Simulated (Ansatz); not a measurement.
System: C4H2BrSe (charge -1, singlet). It need not be the lowest isomer of its formula. Whether it binds its extra electron was not tested at this geometry. 
Structure (B3LYP-D3(BJ)/def2-TZVP (Ansatz, an electronic-structure program) minimum search):
SMILES: Brc1[c-]c[se]c1
```xyz
8

Br     2.0800    -1.1320     0.3750
C      0.2499    -0.4257     0.1160
C     -0.8819    -1.2625     0.2675
C     -1.9904    -0.5501     0.0409
Se    -1.6439     1.3803    -0.4153
C      0.1522     0.8893    -0.2105
H     -3.0382    -0.8139     0.0561
H      0.9524     1.5993    -0.3466
```
Charge -1, spin multiplicity 1.

Basis-set convergence of Hartree-Fock and MP2 correlation energies (hartree) with Ansatz. Valence correlation only, unless marked. Spin-orbit coupling is left out. The frozen core is the preceding noble-gas configuration, with the filled d and f shells of earlier blocks. Non-relativistic.

The Hartree-Fock reference is unstable (checked in the largest basis), which strains HF and MP2. 

```json
[
 {"basis": "aug-cc-pVDZ", "functions": "182", "E(HF)": "-5124.77728", "E(corr, MP2)": "-0.81229"},
 {"basis": "aug-cc-pVTZ", "functions": "348", "E(HF)": "-5124.95789", "E(corr, MP2)": "-0.98536"},
 {"basis": "aug-cc-pVQZ", "functions": "598", "E(HF)": "-5124.97181", "E(corr, MP2)": "-1.04769"}
]
```

Extrapolating the two largest sets (X = 3 and 4) as X^-3: E(corr) = (64·(-1.04769) - 27·(-0.98536))/37 = -1.0932 Eh, an estimate of the basis-set limit. The largest set recovers 95.8 % of it, the smallest 74.3 %.
